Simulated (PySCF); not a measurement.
The multiplicity is imposed and other spin states were not computed.

Cartesian coordinates (Å):
```xyz
5

Au     0.0149     0.0148     0.0044
O      0.7698     1.9145     0.6035
H      0.6135     2.0338     1.5624
H      0.2495     2.6212     0.1698
F     -0.6520    -1.7056    -0.5459
```
Charge 0, spin multiplicity 1.

Question: What is the computed LUMO, HOMO–LUMO gap and total energy (PySCF 2.14.0 with PBE-D3(BJ)/def2-TZVP // PBE-D3(BJ)/def2-SVP)?

Answer: 
```json
{
  "LUMO": "-2.59 eV",
  "HOMO–LUMO gap": "3.45 eV",
  "total_energy": "-311.9634 Ha"
}
```
